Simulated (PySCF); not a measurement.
F$_{6}$Si, charge -3, doublet, at a GFN2-xTB geometry of the parent state (a state made from the parent by changing its charge; the spin is typed, not shown lowest) (in this run its highest filled SCF level lies above zero, so its values depend strongly on the basis, on diffuse functions most of all); PySCF with M062X/STO-3G.

The PySCF input:
```python
from pyscf import gto, scf, dft

mol = gto.Mole()
mol.atom = '''
    F     0.39884880   -1.65434300   -0.16462041
    Si    0.00000000    0.00000000   -0.00000000
    F     1.17504728    0.40027767   -1.17561587
    F    -1.17504728   -0.40027767    1.17561587
    F     1.17610141    0.16111496    1.23038955
    F    -0.39884880    1.65434300    0.16462041
    F    -1.17610141   -0.16111496   -1.23038955
'''
mol.basis = 'sto-3g'
mol.charge = -3
mol.spin = 1
mol.verbose = 4
mol.build()

mf = dft.UKS(mol)
mf.xc = 'm062x'
mf.kernel()
mf.analyze()
```

It wrote (shortened):

```
PySCF version 2.14.0

[INPUT] verbose = 4
[INPUT] num. atoms = 7
[INPUT] num. electrons = 71
[INPUT] charge = -3
[INPUT] spin (= nelec alpha-beta = 2S) = 1
[INPUT] symmetry False subgroup None
[INPUT] Mole.unit = angstrom
[INPUT] Symbol           X                Y                Z      unit          X                Y                Z       unit  Magmom
[...]
nuclear repulsion = 484.334518229102
number of shells = 23
number of NR pGTOs = 117
number of NR cGTOs = 39
basis = sto-3g
ecp = {}

******** <class 'pyscf.dft.uks.UKS'> ********
method = UKS
initial guess = minao
damping factor = 0
level_shift factor = 0
DIIS = <class 'pyscf.scf.diis.CDIIS'>
diis_start_cycle = 1
diis_space = 8
diis_damp = 0
SCF conv_tol = 1e-09
SCF conv_tol_grad = None
SCF max_cycles = 50
direct_scf = True
direct_scf_tol = 1e-13
number electrons alpha = 36  beta = 35
XC library pyscf.dft.libxc version 7.1.2
    S. Lehtola, C. Steigemann, M. J. T. Oliveira, and M. A. L. Marques,  SoftwareX 7, 1–5 (2018)
XC functionals = m062x
    Y. Zhao and D. G. Truhlar,  Theor. Chem. Acc. 120, 215 (2008)
    Y. Zhao and D. G. Truhlar,  Theor. Chem. Acc. 120, 215 (2008)
radial grids:
    Treutler-Ahlrichs [JCP 102, 346 (1995); DOI:10.1063/1.469408] (M4) radial grids

becke partition: Becke, JCP 88, 2547 (1988); DOI:10.1063/1.454033
pruning grids: <function nwchem_prune>
grids dens level: 3
symmetrized grids: False
atomic radii adjust function: <function treutler_atomic_radii_adjust>
small_rho_cutoff = 0
Set gradient conv threshold to 3.16228e-05
tot grids = 104752
init E= -876.55669344393

cycle= 1 E= -874.983562535226  delta_E= 1.57  |g|= 0.346  |ddm|= 2.68
cycle= 2 E= -875.074813488709  delta_E= -0.0913  |g|= 0.0841  |ddm|= 0.658
cycle= 3 E= -875.079601921016  delta_E= -0.00479  |g|= 0.00681  |ddm|= 0.129
cycle= 4 E= -875.079655113836  delta_E= -5.32e-05  |g|= 0.0014  |ddm|= 0.0142
cycle= 5 E= -875.07965790439  delta_E= -2.79e-06  |g|= 0.000142  |ddm|= 0.0039
cycle= 6 E= -875.079657934001  delta_E= -2.96e-08  |g|= 1e-05  |ddm|= 0.000435
cycle= 7 E= -875.079657934135  delta_E= -1.34e-10  |g|= 6.16e-07  |ddm|= 2.97e-05
Extra cycle  E= -875.079657934137  delta_E= -1.59e-12  |g|= 1.46e-07  |ddm|= 1.45e-06
converged SCF energy = -875.079657934137  <S^2> = 0.75175023  2S+1 = 2.0017495
**** SCF Summaries ****
Total Energy =                        -875.079657934136776
Nuclear Repulsion Energy =             484.334518229101775
One-electron Energy =                -2261.881309279316611
[...]
 ** Mulliken Spin Density (per AO)  **
spin_pop of  0 F 1s        0.00000
spin_pop of  0 F 2s        0.01587
spin_pop of  0 F 2px       0.00265
spin_pop of  0 F 2py       0.07440
spin_pop of  0 F 2pz      -0.00103
spin_pop of  1 Si 1s        0.00000
spin_pop of  1 Si 2s        0.00012
spin_pop of  1 Si 3s        0.48435
spin_pop of  1 Si 2px      -0.00001
spin_pop of  1 Si 2py      -0.00001
spin_pop of  1 Si 2pz      -0.00001
spin_pop of  1 Si 3px      -0.01188
spin_pop of  1 Si 3py      -0.01189
spin_pop of  1 Si 3pz      -0.01189
spin_pop of  2 F 1s        0.00000
spin_pop of  2 F 2s        0.01586
spin_pop of  2 F 2px       0.03663
spin_pop of  2 F 2py       0.00268
spin_pop of  2 F 2pz       0.03667
spin_pop of  3 F 1s        0.00000
spin_pop of  3 F 2s        0.01586
spin_pop of  3 F 2px       0.03663
spin_pop of  3 F 2py       0.00268
spin_pop of  3 F 2pz       0.03667
spin_pop of  4 F 1s        0.00000
spin_pop of  4 F 2s        0.01587
spin_pop of  4 F 2px       0.03673
spin_pop of  4 F 2py      -0.00106
spin_pop of  4 F 2pz       0.04033
spin_pop of  5 F 1s        0.00000
spin_pop of  5 F 2s        0.01587
spin_pop of  5 F 2px       0.00265
spin_pop of  5 F 2py       0.07440
spin_pop of  5 F 2pz      -0.00103
spin_pop of  6 F 1s        0.00000
spin_pop of  6 F 2s        0.01587
spin_pop of  6 F 2px       0.03673
spin_pop of  6 F 2py      -0.00106
spin_pop of  6 F 2pz       0.04033
 ** Mulliken Spin Density (per atom)  **
spin density of  0 F =      0.09189
spin density of  1 Si =      0.44877
spin density of  2 F =      0.09185
spin density of  3 F =      0.09185
spin density of  4 F =      0.09188
spin density of  5 F =      0.09189
spin density of  6 F =      0.09188
 ** Mulliken pop alpha/beta on meta-lowdin orthogonal AOs **
 ** Mulliken pop       alpha | beta **
[...]
In total            36.00000 | 35.00000
 ** Mulliken atomic charges   ( Nelec_alpha | Nelec_beta ) **
charge of  0F =     -0.56135  (     4.82662      4.73473 )
charge of  1Si =      0.36837  (     7.04020      6.59143 )
charge of  2F =     -0.56139  (     4.82662      4.73477 )
charge of  3F =     -0.56139  (     4.82662      4.73477 )
charge of  4F =     -0.56144  (     4.82666      4.73478 )
charge of  5F =     -0.56135  (     4.82662      4.73473 )
charge of  6F =     -0.56144  (     4.82666      4.73478 )

WARN: System has nonzero charge -3; the dipole moment is origin-dependent.
Location of origin: [0. 0. 0.]

Dipole moment(X, Y, Z, Debye):  0.00000, -0.00000, -0.00000
```
